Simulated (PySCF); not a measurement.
# H₃TcO₂ at several levels of theory

All levels use the PBE0 minimum (singlet; Tc–H 1.619 Å (×2), Tc–H 1.629 Å, Tc–O 1.664 Å (×2); H–Tc–H 57.5° (×2), H–Tc–H 115.1°, H–Tc–O 103.5° (×4), H–Tc–O 115.7° (×2), O–Tc–O 128.6°), basis [Tc def2-TZVP with ECP28, O def2-TZVP, H def2-TZVP], scalar-relativistic core potentials, density fitting, no spin–orbit coupling, PySCF. For vertical energies the ionised species is a doublet (spins chosen at PBE0 and kept) and the electron-attached one a doublet. Atomisation goes to high-spin ground-configuration atoms, without zero-point energy. Open shells are unrestricted, also as the reference of the correlated levels. A dash marks a value that was not computed or is not defined at that level.

| level | atomisation (kJ/mol) | vertical IP (eV) | vertical EA (eV) | −ε(HOMO) (eV) | gap (eV) | dipole (D) |
| --- | --- | --- | --- | --- | --- | --- |
| PBE0 | 1915 | 11.44 | 0.87 | 9.18 | 6.13 | 1.75 |
| HF | 644 | 9.96 | 1.16 | 12.71 | 13.62 | 2.63 |
| MP2 | 2074 | 14.22 | -0.28 | – | – | – |
| PBE | 2166 | 11.17 | 0.51 | 7.78 | 3.75 | 1.41 |
| r2SCAN | 2041 | 11.32 | 0.68 | 8.08 | 4.09 | 1.52 |
| B3LYP | 1956 | 11.49 | – | 8.99 | 5.67 | 1.68 |

Spin contamination in at least one species weakens the values at: HF, MP2.

Without diffuse functions attachment energies tend to come out too low.
